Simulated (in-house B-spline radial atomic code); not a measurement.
Settings and results of a run for P. Method: Dirac-Kohn-Sham LDA VWN5, spherical fractional occupations, Fermi nucleus of rms radius 3.1889 fm, inside a hard spherical wall at 9.56 bohr. Calculated with an all-electron radial atomic-structure program (B-spline basis).

Command:
```bash
python run_scf.py task.json out
```
Settings (nuclear radius in fm, mass in u):
```
Z                15
configuration    [He] 2s2 2p5 3s2 3p3 3d1
hamiltonian      dirac
method           lda,vwn
spin_polarised   False
nucleus          fermi
rms_radius       3.1889
atomic_mass      30.97376
speed_of_light   137.035999084
wall_radius      9.56
```

Output (hartree, bohr):
```
 radial grid: 67 intervals, B-splines of order 8, outer radius 9.56 bohr

 iter        energy (Eh)    residual
    1        -333.056370    2.01e-01
    2        -334.396078    1.52e-01
    3        -335.622210    2.36e-02
    4        -335.695292    3.43e-03
    5        -335.696398    1.57e-03
    6        -335.696593    1.10e-03
    7        -335.696674    8.70e-05
    8        -335.696674    1.69e-05
    9        -335.696674    6.36e-07
   10        -335.696674    4.13e-08

 total energy                      -335.69667
 kinetic                             336.7234
 electron-nucleus                   -794.1414
 Hartree                             142.5628
 exchange-correlation                -20.8414

 first-order corrections (not in the total)
   Gaunt                             0.0724
   retardation                      -0.0050
   frequency dependence             -0.0000
   self-energy                       0.0488
   Uehling                          -0.0031
   Wichmann-Kroll                    0.0000

 orbital      occ     eigenvalue          <r>       <r^2>       <1/r>     <1/r^2>       r_max    small
 1s1/2      2.000       -77.6394     0.103849   0.0145142     14.6087     433.884     0.06783  2.82e-03
 2s1/2      2.000        -7.2431     0.509236    0.308297     2.88713     34.9516      0.4144  4.37e-04
 2p1/2      1.667        -5.5361     0.466121    0.271046     2.80428     11.0782      0.3448  4.19e-04
 2p3/2      3.333        -5.4999     0.468185    0.273301     2.78783     10.8791      0.3464  4.17e-04
 3s1/2      2.000        -0.7190      1.71624     3.41675    0.809122     4.08621        1.45  7.32e-05
 3p1/2      1.000        -0.3687      1.99439     4.73922    0.687067     1.09766       1.597  5.56e-05
 3p3/2      2.000        -0.3656      2.00193     4.77523    0.684011     1.07931       1.603  5.53e-05
 3d3/2      0.400         0.0301      4.16996     20.6522    0.311367    0.141721       3.613  1.31e-05
 3d5/2      0.600         0.0301       4.1716     20.6654    0.311168    0.141485       3.618  1.31e-05
```

Cost of the run: 1.3 s on 1 thread of Arm Neoverse N1, with other jobs on the host.

For the Dirac Hamiltonian the kinetic term is c α·p + (β - 1)c².
